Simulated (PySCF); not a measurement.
**[ISe2]-, singlet: molecular constants**

Method: PBE0 in PySCF with I def2-SVPD with ECP28, Se def2-SVPD; scalar-relativistic core potentials, no spin–orbit coupling; density-fitted integrals.

The structure is a minimum.

```xyz
3
charge -1 multiplicity 1, angstrom
I     0.0000    0.0000   -0.7281
Se    2.1546    0.0000    0.5782
Se   -2.1546    0.0000    0.5782
```

```json
{
  "Point group": "C2v",
  "Bond lengths": "I–Se 2.520 Å (×2)",
  "Bond angles": "Se–I–Se 117.5°",
  "Rotational constants": "0.1397, 0.02272, 0.01954 cm⁻¹",
  "Zero-point energy": "3.2 kJ/mol",
  "Heat capacity Cp at 298.15 K": "56.5 J/(mol K)",
  "Enthalpy at 298.15 K above 0 K": "14.65 kJ/mol",
  "Highest occupied level": "-1.43 eV",
  "Dipole moment about the centre of mass": "2.80 D",
  "Lowest empty level": "1.20 eV",
  "Entropy at 298.15 K and 1 bar": "330.0 J/(mol K)",
  "Rotational symmetry number": "2",
  "Principal quadrupole moments (Buckingham, traceless) about the centre of mass": "-19.47, 7.94, 11.53 D Å",
  "Principal polarisabilities": "95.7, 105.8, 204.8 bohr³"
}
```

Harmonic modes (masses in u: I 126.904, Se 79.917):
```tsv
symmetry	ω (cm⁻¹)	IR (km/mol)	μ (u)
a1	75	0.9	88.69
a1	225	0.3	89.54
b2	241	38.3	97.16
```

In C2v the vibrations span 2a1 + b2. Here b1 is antisymmetric to the molecular plane and b2 lies in it.

Charges (e); Mulliken and Löwdin values are unreliable with diffuse functions:
```tsv
atom	Mulliken	Löwdin	polar tensor	Mayer order to I1
I1	0.26	0.05	0.33	–
Se2,3	-0.63	-0.53	-0.67	1.06
```

Mulliken populations on I1 (electrons outside its core potential): s 3.86, p 10.59, d 10.30.

Counting electrons, iodine keeps 4 of its valence electrons outside its bonds, so the VSEPR class is AX2E2 and the expected shape is bent (C2v), as computed.

Other isomers or separated fragments may lie lower. The lowest empty level of this anion is unbound, so it and the gap depend on the basis.

The final relaxation and frequency run took of the order of 2 core-minutes on a shared host.
